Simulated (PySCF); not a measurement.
CH₇Cl₂NSi₂, SMILES [Si@H](NC)([SiH2]Cl)Cl.

The structure is a stationary point at PBE-D3(BJ)/def2-SVP. The structure was generated by enumeration; whether it is a known compound was not checked. The values are those of a single conformer.

Computed with PySCF with PBE/def2-TZVP.

The molecule is in vacuum.

Computed frontier levels, gap, dipole moment and polarisability:
| Item | Result |
|---|---|
| highest occupied level | -6.08 eV |
| lowest empty level | -1.50 eV |
| orbital gap | 4.58 eV |
| dipole moment | 1.80 D |
| quadrupole, principal values (traceless, Buckingham form, about the centre of nuclear charge) | -12.45, 2.33, 10.11 D·Å |
| mean static polarisability | 101.5 bohr³ (15.04 Å³) |
| polarisability, principal values | 85.6, 101.8, 117.1 bohr³ |
